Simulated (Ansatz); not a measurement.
Ansatz (a program for electronic structure) job for C2H6N, SMILES [CH2]NC, multiplicity 2, PBE/def2-SVPD. Geometry: ωB97X-D3(BJ)/def2-TZVP. The isomer is the one that the SMILES or the coordinates give; other isomers of the formula were not compared.

Ansatz 0.2 input:
```yaml
crystal:
  periodic: [false, false, false]
  atoms:
    - {symbol: C, position_ang: [1.19855050, -0.36250767, -0.25273179]}
    - {symbol: N, position_ang: [0.16263830, 0.40019116, 0.25651279]}
    - {symbol: C, position_ang: [-1.20042837, -0.01944001, -0.00411177]}
    - {symbol: H, position_ang: [1.03923480, -0.80493167, -1.22900703]}
    - {symbol: H, position_ang: [2.20252302, -0.08491778, 0.04198063]}
    - {symbol: H, position_ang: [0.31521581, 0.74270770, 1.19251257]}
    - {symbol: H, position_ang: [-1.44569346, -0.98262090, 0.46328815]}
    - {symbol: H, position_ang: [-1.34275380, -0.11916733, -1.08312485]}
    - {symbol: H, position_ang: [-1.89572734, 0.73927791, 0.35982234]}
basis:
  gaussian:
    orbitals: def2-SVPD
hamiltonian:
  xc: {name: PBE}
magnetization: {spin_polarized: true, initial_magnetization: 1}
```

It prints:

```
WARN ansatz: RAYON_NUM_THREADS=1 ignored (pool sized by the plan → 1); use --threads N
Functional definition: PBE
integrals: 0.03 GiB planned
897 factors; their error is unknown
mean field: 0.34 GiB planned
mean field evaluation 1: about -3645.0821 eV, gradient 3.9e1 eV
mean field evaluation 2: about -3627.3829 eV, gradient 6.7e1 eV
mean field evaluation 4: about -3652.7439 eV, gradient 5.4e0 eV
mean field evaluation 8: about -3652.8710 eV, gradient 1.2e-1 eV
mean field evaluation 16: about -3652.8183 eV, gradient 1.4e-4 eV
mean field -3652.81833032 eV, -134.2385976700 hartree, gradient 3.3e-5 eV, S^2 0.752593; 0 other end points of the search recorded, 0 dependent functions left out
reference -3652.81836656 eV, -134.2385990019 hartree; 13, 12 occupied and 95, 96 virtual orbitals, 897 factors
Total energy: -3652.81836656 eV, -134.2385990019 hartree
```

The run converged.
